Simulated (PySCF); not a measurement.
# Vibration and rotation of Sb₂⁺

PBE0 constants of Sb₂⁺, ²Πu (doublet), unpaired electrons π ↑ (basis Sb cc-pVTZ-PP with ECP28; scalar-relativistic core potentials; PySCF 2.14; masses 120.9038 and 120.9038 u):

```
ωe             : 263.6 cm⁻¹
ωexe           : 0.383 cm⁻¹
Be             : 0.042217 cm⁻¹
αe             : 8.59e-05 cm⁻¹
De to Sb⁺ + Sb : 3.27 eV
```

What force constant and bond length do these constants imply?

Reduced mass μred = 60.452 u; k = 5.8918×10⁻⁷·μred·ωe² (u, cm⁻¹, mdyn/Å) = 2.47 mdyn/Å; Re = √(16.8576/(μred·Be)) (u, cm⁻¹, Å) = 2.570 Å.

Estimate the centrifugal constant D from the Kratzer relation and find the Dunham coefficient a1.

D = 4Be³/ωe² = 4.33e-09 cm⁻¹; a1 = −1 − αeωe/(6Be²) = -3.12.

Spin–orbit coupling is left out, which matters for elements this heavy, above all for dissociation energies. The state is the lowest determinant that a PBE0 search found; another state may lie lower at other levels.
